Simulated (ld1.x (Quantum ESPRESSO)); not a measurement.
# Transferability test, TM potential for Tl

* Element: thallium
* Generator: ld1.x (Quantum ESPRESSO) 7.5
* Type: norm-conserving Troullier–Martins (Kleinman–Bylander form)
* Functional: LDA (PZ)
* Relativity: fully relativistic
* Frozen core: [Xe] 4f14
* Valence charge: 13
* Reference configuration: 5d10 6s2 6p1
* Partial waves: 6p (bound): rc 3.10 bohr; 5d (bound): rc 2.00 bohr; 6s (bound): rc 2.00 bohr
* Local potential: the s channel
* Core correction: Bessel-smoothed model core inside 1.10 bohr

Open shells are filled in proportion to 2j + 1 (rel_dist='average').

Energies are relative to the spin-unpolarised reference configuration 5d10 6s2 6p1; without spin polarisation the order of configurations can differ from experiment.

| valence configuration | charge | ΔE all-electron (eV) | error AE − PS (meV) |
| --- | --- | --- | --- |
| 5d10 6s2 6p0 | +1 | 5.517 | -2.1 |
| 5d10 6s1 6p0 | +2 | 26.719 | -17 |
| 5d9 6s2 6p1 | +1 | 21.371 | -97 |
| 5d10 6s1 6p2 | 0 | 7.359 | +0.2 |
| 5d10 6s2 6p0.5 | +0.5 | 2.018 | -0.3 |
| 5d10 6s1 6p1 | +1 | 13.762 | -0.4 |

Problem. What are ΔE and the potential's error for 5d10 6s0 6p0?

Solution. ΔE = 57.316 eV all-electron; the error (AE − PS) is -62 meV.
